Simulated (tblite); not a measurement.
Compound: C5H13ClOSi2.
Atom-mapped SMILES: `[CH3:1][C@@H:2]1[CH2:3][CH2:4][Si@:5]([Cl:6])([O:7][SiH3:8])[CH2:9]1` (hydrogens: H10, H11, H12 on C1; H13 on C2; H14, H15 on C3; H16, H17 on C4; H18, H19, H20 on Si8; H21, H22 on C9)

Computed with GFN2-xTB (tblite), gas phase: L-BFGS steps from a force-field or distance-geometry start until the largest atomic force falls under 0.01 eV/Å.

Step 70: E = -804.4624 eV
```
atom  x, y, z in Å  |  force x, y, z in eV/Å
C1     -2.5761    0.8987    0.7483    0.010  -0.010  -0.011
C2     -1.7533    0.1515   -0.2987    0.013  -0.087  -0.006
C3     -1.4637   -1.3036    0.1521    0.024  -0.068   0.008
C4     -0.0080   -1.5089    0.5843   -0.007  -0.003  -0.025
Si5     0.9351   -0.3857   -0.6116   -0.005   0.029  -0.025
Cl6     1.2827   -1.2039   -2.4270   -0.010  -0.002   0.048
O7      2.3519    0.1316   -0.0288    0.005   0.023   0.020
Si8     3.8764    0.6919   -0.1599   -0.018  -0.027  -0.010
C9     -0.4503    0.9105   -0.6311   -0.024  -0.017   0.034
H10    -3.5589    0.4451    0.8556   -0.015  -0.031   0.009
H11    -2.7157    1.9342    0.4479   -0.002   0.039   0.019
H12    -2.0849    0.8772    1.7186    0.060   0.025  -0.016
H13    -2.3545    0.0971   -1.2114   -0.015   0.001   0.002
H14    -2.1403   -1.5933    0.9581   -0.038   0.038  -0.028
H15    -1.6574   -1.9734   -0.6880   -0.008   0.013  -0.016
H16     0.1344   -1.1841    1.6154    0.001   0.009  -0.038
H17     0.2496   -2.5655    0.5410   -0.015   0.024   0.024
H18     4.4521    0.1189   -1.3729    0.030   0.003   0.012
H19     3.7749    2.1458   -0.2439   -0.013   0.023  -0.002
H20     4.5164    0.2289    1.0670   -0.011  -0.010  -0.015
H21    -0.2606    1.6479    0.1491    0.025   0.039  -0.026
H22    -0.5602    1.4583   -1.5659    0.014  -0.009   0.043
```

Step 71: E = -804.4637 eV
```
atom  x, y, z in Å  |  force x, y, z in eV/Å
C1     -2.5681    0.9026    0.7565    0.031  -0.024  -0.010
C2     -1.7574    0.1508   -0.2963    0.026  -0.080  -0.029
C3     -1.4652   -1.3045    0.1534    0.010  -0.062  -0.014
C4     -0.0060   -1.5119    0.5751   -0.047  -0.003  -0.018
Si5     0.9348   -0.3833   -0.6184   -0.016  -0.002  -0.009
Cl6     1.3018   -1.2058   -2.4286   -0.014   0.007   0.053
O7      2.3442    0.1408   -0.0230    0.001   0.027   0.006
Si8     3.8723    0.6937   -0.1492   -0.024  -0.030  -0.017
C9     -0.4564    0.9065   -0.6461   -0.008   0.002   0.034
H10    -3.5478    0.4461    0.8817   -0.009  -0.019   0.002
H11    -2.7130    1.9360    0.4522   -0.012   0.037   0.018
H12    -2.0614    0.8875    1.7183    0.059   0.028   0.008
H13    -2.3686    0.0963   -1.2026   -0.015  -0.005   0.002
H14    -2.1391   -1.5950    0.9621   -0.011   0.049  -0.035
H15    -1.6662   -1.9717   -0.6871    0.002   0.004  -0.014
H16     0.1393   -1.1925    1.6076    0.015   0.001  -0.043
H17     0.2491   -2.5693    0.5239   -0.010   0.041   0.033
H18     4.4476    0.1186   -1.3623    0.030   0.006   0.028
H19     3.7780    2.1483   -0.2353   -0.013   0.018   0.000
H20     4.5018    0.2277    1.0822   -0.006  -0.008  -0.023
H21    -0.2609    1.6553    0.1216    0.011   0.035  -0.015
H22    -0.5692    1.4432   -1.5873    0.000  -0.022   0.044
```

Step 72: E = -804.4648 eV
```
atom  x, y, z in Å  |  force x, y, z in eV/Å
C1     -2.5618    0.9050    0.7629    0.041  -0.020   0.002
C2     -1.7602    0.1496   -0.2944    0.027  -0.043  -0.036
C3     -1.4664   -1.3058    0.1536   -0.015  -0.027  -0.041
C4     -0.0058   -1.5146    0.5675   -0.061  -0.002  -0.006
Si5     0.9351   -0.3809   -0.6220   -0.030  -0.029   0.012
Cl6     1.3186   -1.2082   -2.4260   -0.016   0.009   0.042
O7      2.3390    0.1483   -0.0172   -0.023   0.024  -0.004
Si8     3.8689    0.6948   -0.1419   -0.013  -0.009  -0.022
C9     -0.4612    0.9031   -0.6563    0.020   0.007   0.028
H10    -3.5376    0.4435    0.9041    0.007   0.000  -0.003
H11    -2.7140    1.9370    0.4546   -0.017   0.009   0.017
H12    -2.0411    0.8986    1.7170    0.053   0.025   0.022
H13    -2.3797    0.0971   -1.1946   -0.015  -0.017  -0.012
H14    -2.1403   -1.5955    0.9627    0.007   0.042  -0.024
H15    -1.6727   -1.9693   -0.6878    0.006  -0.019  -0.026
H16     0.1414   -1.2007    1.6010    0.026   0.003  -0.029
H17     0.2474   -2.5719    0.5104    0.001   0.035   0.034
H18     4.4441    0.1188   -1.3548    0.030   0.004   0.034
H19     3.7814    2.1504   -0.2300   -0.014   0.007   0.002
H20     4.4910    0.2273    1.0921    0.004  -0.010  -0.020
H21    -0.2612    1.6622    0.0995   -0.003   0.035   0.013
H22    -0.5751    1.4305   -1.6020   -0.017  -0.023   0.016
```

Step 73: E = -804.4657 eV
```
atom  x, y, z in Å  |  force x, y, z in eV/Å
C1     -2.5531    0.9078    0.7720    0.046  -0.021   0.004
C2     -1.7638    0.1471   -0.2927    0.012   0.026  -0.036
C3     -1.4685   -1.3077    0.1545   -0.030   0.003  -0.052
C4     -0.0054   -1.5177    0.5575   -0.060  -0.003   0.009
Si5     0.9334   -0.3799   -0.6300   -0.026  -0.036   0.036
Cl6     1.3306   -1.2100   -2.4286   -0.014   0.006   0.026
O7      2.3328    0.1558   -0.0190   -0.022   0.026  -0.014
Si8     3.8660    0.6968   -0.1310   -0.021   0.002  -0.011
C9     -0.4673    0.8988   -0.6713    0.019   0.036   0.017
H10    -3.5278    0.4461    0.9268    0.039   0.016  -0.004
H11    -2.7089    1.9398    0.4625   -0.016  -0.021   0.013
H12    -2.0198    0.9067    1.7196    0.041   0.014   0.013
H13    -2.3962    0.0956   -1.1848    0.008  -0.021  -0.003
H14    -2.1391   -1.5930    0.9680    0.021   0.028  -0.024
H15    -1.6831   -1.9696   -0.6857    0.011  -0.035  -0.026
H16     0.1482   -1.2098    1.5917    0.024   0.009  -0.021
H17     0.2470   -2.5745    0.4943    0.006   0.022   0.030
H18     4.4510    0.1220   -1.3396    0.028  -0.002   0.032
H19     3.7853    2.1535   -0.2187   -0.017  -0.005   0.004
H20     4.4760    0.2266    1.1085    0.002  -0.008  -0.027
H21    -0.2624    1.6728    0.0694   -0.026   0.000   0.007
H22    -0.5854    1.4120   -1.6250   -0.025  -0.037   0.028
```

Problem. Estimate the geometry and energy of step 74. (The exact step hangs on the optimiser's Hessian estimate; all steps are aligned on step 73, rigid shifts and turns removed.)

Solution. E = -804.4665 eV, largest force 0.081 eV/Å
```
atom  x, y, z in Å  |  force x, y, z in eV/Å
C1     -2.5499    0.9074    0.7738    0.030   0.008   0.018
C2     -1.7637    0.1462   -0.2926   -0.003   0.063  -0.013
C3     -1.4698   -1.3090    0.1520   -0.043   0.043  -0.054
C4     -0.0085   -1.5188    0.5549   -0.021  -0.001   0.016
Si5     0.9334   -0.3790   -0.6278   -0.026  -0.035   0.046
Cl6     1.3385   -1.2118   -2.4218   -0.013  -0.001   0.000
O7      2.3313    0.1590   -0.0149   -0.045   0.019  -0.014
Si8     3.8644    0.6968   -0.1307   -0.003   0.031  -0.006
C9     -0.4682    0.8980   -0.6715    0.035   0.007  -0.001
H10    -3.5216    0.4410    0.9364    0.052   0.024   0.001
H11    -2.7142    1.9385    0.4620   -0.007  -0.055   0.013
H12    -2.0098    0.9149    1.7179    0.031   0.003   0.009
H13    -2.3997    0.0973   -1.1814    0.006  -0.024  -0.031
H14    -2.1420   -1.5914    0.9640    0.013   0.003  -0.004
H15    -1.6846   -1.9682   -0.6890    0.005  -0.056  -0.042
H16     0.1466   -1.2137    1.5887    0.017   0.022   0.013
H17     0.2449   -2.5743    0.4910    0.014  -0.015   0.021
H18     4.4503    0.1226   -1.3383    0.027  -0.010   0.020
H19     3.7874    2.1541   -0.2191   -0.020  -0.012   0.004
H20     4.4739    0.2269    1.1082    0.011  -0.014  -0.013
H21    -0.2631    1.6766    0.0625   -0.029   0.014   0.048
H22    -0.5861    1.4062   -1.6260   -0.031  -0.015  -0.030
```

The energy changes by -0.0009 eV. The first-order estimate −F·Δx gives -0.0014 eV and the mean of the old and new forces, exact on a quadratic surface, -0.0008 eV. The step makes an angle of 75° with the force vector and moves no atom by more than 0.013 Å.

The cost below is that of the whole relaxation. Time: 3.6 s of wall time. Hardware: an Arm Neoverse N1 with one thread, no GPU, shared host with 64 logical CPUs at a one-minute load of 61.
